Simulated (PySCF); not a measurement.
ClH6NSi3, SMILES [SiH2]1N[SiH2][SiH]1Cl. The structure is a stationary point at PBE-D3(BJ)/def2-SVP. The structure was generated by enumeration, and PubChem lists no compound with its InChIKey, so it may never have been made.

Computed equilibrium geometry at PBE-D3(BJ)/def2-SVP (PySCF confirms it by a frequency run) as Cartesian coordinates in Å, and its point group:
point group Cs.
```xyz
11

Cl    -2.4309    -0.3873     0.0000
Si    -0.6454     0.7032     0.0000
Si     1.0535    -0.0515    -1.4606
N      2.0034    -0.3730     0.0000
Si     1.0535    -0.0515     1.4606
H     -0.9882     2.1673     0.0000
H      1.7035     0.9492    -2.3863
H      0.7266    -1.2749    -2.2812
H      2.9674    -0.7219     0.0000
H      0.7266    -1.2749     2.2812
H      1.7035     0.9492     2.3863
```
Charge 0, spin multiplicity 1.
